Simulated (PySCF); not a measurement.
# Spinor energies of Nd⁴⁷⁺ (neodymium, charge +47)

Start: [Ne] 3s2 3p1; 3p1/2 filled at m_j = +1/2. Calculated with PySCF 2.14 in an even-tempered Gaussian basis (18 s from 12 bohr⁻², ratio 2.4; 14 p from 15 bohr⁻², ratio 2.4; 4 d from 51 bohr⁻², ratio 2.6; 4 f from 77 bohr⁻², ratio 2.6): generalised Hartree-Fock with the X2C-1e Hamiltonian and a Gaussian nucleus; one run each with spin-orbit coupling (SO) switched off, then screened by Boettger's factors.

```
spinor shell  electrons  ε, spin-free (eV)  ε, screened SO (eV)  weight of nominal j (screened SO)  rms radius, screened SO (bohr)
       1s1/2          2           -47044.7             -47035.2                              1.000                          0.0269
       2s1/2          2           -10269.3             -10265.3                              1.000                           0.107
       2p1/2          2            -9523.6              -9901.4                              1.000                          0.0919
       3s1/2          2            -4109.7              -4108.2                              1.000                           0.257
       3p1/2          1            -3905.4              -4001.4                              1.000                           0.244
```

Task: Where does 2p3/2 lie, and what is the 2p spin-orbit splitting (screened SO)?

Result: At -9355.4 eV, 546.05 eV above 2p1/2.

```csv
quantity,spin-free,screened SO
E (hartree),-7441.51375,-7448.93359
M_J,1/2,1/2
⟨J²⟩,1.095,0.751
⟨L²⟩,2.002,2.013
⟨S²⟩,0.751,0.761
```

Each row is a mean over spinors that exchange with the open shell spreads, by up to 15.541 eV (2p1/2).

Breit and QED terms are absent; they matter most for the inner s and p1/2 levels.

Densities and radii are taken from the X2C orbitals without a picture-change correction, which distorts them close to the nucleus.

Without spin-orbit coupling the j labels of p, d and f shells carry no meaning; the spin-free column gives the mean over the occupied spinors of each nl shell, and its ⟨J²⟩ belongs to a mixture of degenerate components.
